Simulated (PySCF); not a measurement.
## Fine-structure interval of Ga⁴⁺ by level of theory

Ga⁴⁺ [Ar] 3d9 [3d3/2^4 3d5/2^5, M_J = 5/2] → Ga⁴⁺ [Ar] 3d9 [3d3/2^3 3d5/2^6, M_J = 3/2], as a difference of total energies. All numbers are calculated (PySCF 2.14, the two-component X2C-1e Hamiltonian, in x2c-TZVPall-2c). Correlated levels: [Ne] frozen. "Screened" scales the spin-orbit matrix elements by Boettger's factors to mimic the two-electron term; Breit and QED terms are absent.

```json
{"method": "GHF (screened spin-orbit)", "fine-structure interval (cm⁻¹)": "3868.3"}
{"method": "GMP2 (screened spin-orbit)", "fine-structure interval (cm⁻¹)": "3786.6"}
{"method": "GHF (bare spin-orbit)", "fine-structure interval (cm⁻¹)": "5685.1"}
```
